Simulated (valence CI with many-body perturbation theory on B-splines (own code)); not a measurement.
E1 line list for Ho16+

Method: relativistic CI+MBPT: five valence electrons over a frozen Dirac-Fock core [Kr] 4d10, a basis of 7 s, 7 p, 7 d, 7 f, 4 g, 2 h functions for each j, with the one-electron correlation potential Σ1 (screened to all orders), the two-electron term Σ2, the three-electron term Σ3, Breit, model QED; selected single and double excitations, second order for the rest, scaled by the run's own slope (own B-spline code, finite nucleus).

No measured levels were compared; by estimate terms of the open shell hold to a few per cent of their energy, and close levels can change places. Among the levels kept, up to 1100 cm⁻¹ of a level comes from second order outside the variational space, and about a tenth of that is noise between levels of different J, which matters for small intervals.

Lines 1 to 50 of 383 in falling wavelength, among levels below 136450 cm⁻¹, chosen from the strongest by gf and those to the six lowest levels. Wavelengths and rates use the calculated energies, so an error of 2000 cm⁻¹ moves a line at 6299 Å by 13 % and its rate by three times that or more. Electric multipoles are in the length gauge, E1 and E2 with the static RPA response of the core. Weak lines are less certain than strong ones. Lines between different terms over intervals too small for the method are left out, as are lines whose strength nearly cancels. Where a level lies close to another of its J and parity, the split of strength between their lines is uncertain. The highest levels of a list are the least certain.

Names give the largest LS component (configuration and term), which can be under half, so a name can repeat, a term be missing and a line seem to break the LS rules; names also repeat where a configuration has a term twice. Letters in brackets count levels of one name in rising energy.

| λ vac (Å) | Upper | Lower | A (s⁻¹) | log gf | Branch % |
| --- | --- | --- | --- | --- | --- |
| 6299 | 4f⁴5s ⁴G_5/2 [b] | 4f⁵ ⁴D°_7/2 [c] | 1.65e+01 | -6.23 | 0.1 |
| 6169 | 4f⁴5s ⁴I_11/2 | 4f⁵ ⁴K°_13/2 [c] | 1.25e+01 | -6.07 | 0.3 |
| 5719 | 4f⁴5s ⁴M_15/2 | 4f⁵ ²M°_17/2 [b] | 1.70e+01 | -5.87 | 0.2 |
| 5218 | 4f⁴5s ⁴F_7/2 | 4f⁵ ⁴F°_9/2 [d] | 2.47e+01 | -6.09 | 0.2 |
| 5105 | 4f⁴5s ⁴F_7/2 | 4f⁵ ⁴D°_7/2 [c] | 2.34e+01 | -6.13 | 0.2 |
| 4887 | 4f⁴5s ⁴I_11/2 | 4f⁵ ⁴H°_13/2 [b] | 2.40e+01 | -5.99 | 0.5 |
| 4514 | 4f⁴5s ⁴I_13/2 | 4f⁵ ²K°_15/2 [b] | 4.01e+01 | -5.77 | 0.6 |
| 4489 | 4f⁴5s ⁴L_15/2 | 4f⁵ ²M°_17/2 [b] | 1.17e+01 | -6.25 | 0.1 |
| 4369 | 4f⁴5s ⁴I_9/2 | 4f⁵ ²I°_11/2 [b] | 3.74e+01 | -5.97 | 1.0 |
| 4239 | 4f⁴5s ⁴I_13/2 | 4f⁵ ⁴K°_15/2 [b] | 7.14e+01 | -5.57 | 1.1 |
| 3697 | 4f⁴5s ⁴I_15/2 | 4f⁵ ⁴K°_17/2 [b] | 1.94e+02 | -5.20 | 3.0 |
| 3532 | 4f⁴5s ⁴I_11/2 | 4f⁵ ²I°_13/2 [a] | 4.01e+01 | -6.05 | 0.8 |
| 3485 | 4f⁴5s ⁴F_5/2 | 4f⁵ ⁴D°_5/2 [a] | 9.25e+01 | -6.00 | 0.5 |
| 3431 | 4f⁴5s ⁴K_13/2 | 4f⁵ ²K°_15/2 [b] | 2.46e+01 | -6.22 | 0.5 |
| 3345 | 4f⁴5s ⁴S_3/2 [b] | 4f⁵ ⁴D°_5/2 [a] | 1.51e+02 | -5.99 | 0.8 |
| 3270 | 4f⁴5s ⁴K_13/2 | 4f⁵ ⁴K°_15/2 [b] | 3.05e+01 | -6.16 | 0.7 |
| 3190 | 4f⁴5s ⁴K_15/2 | 4f⁵ ⁴K°_17/2 [b] | 8.27e+01 | -5.69 | 1.8 |
| 2938 | 4f⁴5s ⁴I_15/2 | 4f⁵ ²L°_17/2 [b] | 8.76e+01 | -5.74 | 1.4 |
| 2884 | 4f⁴5s ⁴P_1/2 | 4f⁵ ⁴D°_1/2 [b] | 2.01e+02 | -6.30 | 1.8 |
| 2835 | 4f⁴5s ⁴F_7/2 | 4f⁵ ²F°_7/2 [c] | 5.94e+01 | -6.24 | 0.4 |
| 2783 | 4f⁴5s ⁴K_17/2 | 4f⁵ ⁴K°_15/2 [b] | 2.75e+01 | -6.24 | 0.7 |
| 2779 | 4f⁴5s ⁴P_1/2 | 4f⁵ ⁴D°_3/2 [b] | 6.03e+02 | -5.86 | 5.3 |
| 2667 | 4f⁴5s ⁴I_13/2 | 4f⁵ ²K°_15/2 [a] | 3.27e+01 | -6.31 | 0.5 |
| 2654 | 4f⁴5s ⁴L_13/2 | 4f⁵ ⁴K°_15/2 [b] | 3.74e+01 | -6.26 | 0.4 |
| 2623 | 4f⁴5s ⁴S_3/2 [a] | 4f⁵ ⁴P°_1/2 [b] | 1.30e+02 | -6.27 | 0.7 |
| 2609 | 4f⁴5s ⁴K_15/2 | 4f⁵ ²L°_17/2 [b] | 4.40e+01 | -6.14 | 1.0 |
| 2574 | 4f⁴5s ⁴L_13/2 | 4f⁵ ⁴K°_11/2 [b] | 4.00e+01 | -6.25 | 0.4 |
| 2546 | 4f⁴5s ⁴F_5/2 | 4f⁵ ²F°_5/2 [b] | 1.03e+02 | -6.22 | 0.5 |
| 2486 | 4f⁴5s ⁴S_3/2 [a] | 4f⁵ ⁴G°_5/2 [e] | 2.84e+02 | -5.98 | 1.5 |
| 2400 | 4f⁴5s ⁶G_9/2 [a] | 4f⁵ ⁴G°_7/2 [c] | 1.34e+02 | -5.94 | 1.6 |
| 2308 | 4f⁴5s ⁴F_9/2 | 4f⁵ ⁴K°_11/2 [b] | 1.10e+02 | -6.05 | 0.7 |
| 2300 | 4f⁴5s ⁴F_7/2 | 4f⁵ ⁴G°_5/2 [e] | 8.23e+01 | -6.28 | 0.6 |
| 2286 | 4f⁴5s ⁶G_13/2 | 4f⁵ ⁴H°_13/2 [b] | 6.91e+01 | -6.12 | 0.4 |
| 2276 | 4f⁴5s ⁴L_15/2 | 4f⁵ ⁴K°_13/2 [c] | 7.87e+01 | -6.01 | 0.7 |
| 2273 | 4f⁴5s ⁶G_13/2 | 4f⁵ ⁴G°_11/2 [e] | 4.89e+01 | -6.28 | 0.3 |
| 2238 | 4f⁴5s ⁴F_5/2 | 4f⁵ ⁴G°_5/2 [e] | 1.73e+02 | -6.11 | 0.9 |
| 2216 | 4f⁴5s ⁴L_17/2 | 4f⁵ ²K°_15/2 [b] | 4.68e+01 | -6.21 | 0.7 |
| 2148 | 4f⁴5s ⁴I_13/2 | 4f⁵ ⁴I°_15/2 [b] | 4.98e+01 | -6.32 | 0.8 |
| 2148 | 4f⁴5s ⁴L_17/2 | 4f⁵ ⁴K°_15/2 [b] | 1.66e+02 | -5.68 | 2.3 |
| 2121 | 4f⁴5s ⁶G_11/2 | 4f⁵ ⁴G°_9/2 [b] | 1.18e+02 | -6.02 | 1.0 |
| 2120 | 4f⁴5s ⁶S_5/2 | 4f⁵ ⁴P°_5/2 | 1.18e+02 | -6.32 | 0.7 |
| 2075 | 4f⁴5s ⁴L_15/2 | 4f⁵ ⁴H°_13/2 [b] | 9.88e+01 | -5.99 | 0.9 |
| 2068 | 4f⁴5s ⁴F_5/2 | 4f⁵ ⁴P°_3/2 [b] | 1.49e+02 | -6.24 | 0.8 |
| 2052 | 4f⁴5s ⁶G_9/2 [b] | 4f⁵ ⁴G°_7/2 [c] | 1.38e+02 | -6.06 | 0.9 |
| 2038 | 4f⁴5s ⁴F_7/2 | 4f⁵ ²G°_9/2 [b] | 1.42e+02 | -6.15 | 1.0 |
| 1985 | 4f⁴5s ⁶G_13/2 | 4f⁵ ⁴G°_11/2 [d] | 1.51e+02 | -5.90 | 0.9 |
| 1968 | 4f⁴5s ⁴I_15/2 | 4f⁵ ²L°_17/2 [a] | 1.67e+02 | -5.81 | 2.6 |
| 1964 | 4f⁴5s ⁴H_11/2 | 4f⁵ ²G°_9/2 [a] | 7.79e+01 | -6.27 | 0.6 |
| 1953 | 4f⁴5s ⁴F_9/2 | 4f⁵ ⁴G°_11/2 [d] | 1.86e+02 | -5.97 | 1.1 |
| 1939 | 4f⁴5s ⁴L_13/2 | 4f⁵ ²K°_15/2 [a] | 8.81e+01 | -6.16 | 0.8 |

Q: How does gf follow from A for the line at 2052 Å?

A: gf = 1.4992 × (2J+1)_upper × A / σ², with σ = 48724 cm⁻¹ and 2J+1 = 10: gf = 8.73e-07.
